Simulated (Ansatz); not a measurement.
Relaxation of C2H7AlOSn (12 atoms, charge 0, multiplicity 1), to a largest force component of 0.02 eV/Å in at most 50 steps.

Level of theory: RKS PBE0/def2-SVP in Ansatz.

```xyz
12
Properties=species:S:1:pos:R:3
C -0.997 2.045 1.603
C -0.999 0.795 1.916
O -0.500 -0.194 1.067
Al 0.349 0.004 -0.635
Sn 1.178 -2.142 -1.928
H -1.468 2.818 2.287
H -0.650 2.463 0.651
H -1.344 0.512 2.874
H 0.375 1.444 -1.288
H 1.807 -1.652 -3.448
H 2.440 -2.881 -0.950
H -0.114 -3.268 -2.116
```

**Question.** Where does it end, and by what steps?

**Answer.** It converged. After 10 steps the energy has fallen by 0.682 eV; H8 moved furthest, 0.48 Å.

```tsv
step	energy less start (eV)	largest force component (eV/Å)	accepted
0	0.0000	4.630	yes
1	-0.4478	1.617	yes
2	-0.6036	0.560	yes
3	-0.6184	1.284	yes
4	-0.6563	0.313	yes
5	-0.6707	0.111	yes
6	-0.6763	0.052	yes
7	-0.6794	0.160	yes
8	-0.6815	0.052	yes
9	-0.6820	0.024	yes
10	-0.6824	0.011	yes
```

```xyz
12
Properties=species:S:1:pos:R:3
C -1.117 2.105 1.731
C -0.888 0.788 1.732
O -0.330 0.073 0.744
Al 0.381 0.184 -0.816
Sn 1.138 -2.149 -1.806
H -1.581 2.571 2.602
H -0.854 2.741 0.882
H -1.163 0.170 2.597
H 0.526 1.607 -1.508
H 1.816 -1.997 -3.376
H 2.324 -2.901 -0.818
H -0.176 -3.247 -1.929
```

Time of the run: 44 s on 2 threads of Arm Neoverse V2, on a shared host, peak memory 0.3 GiB.
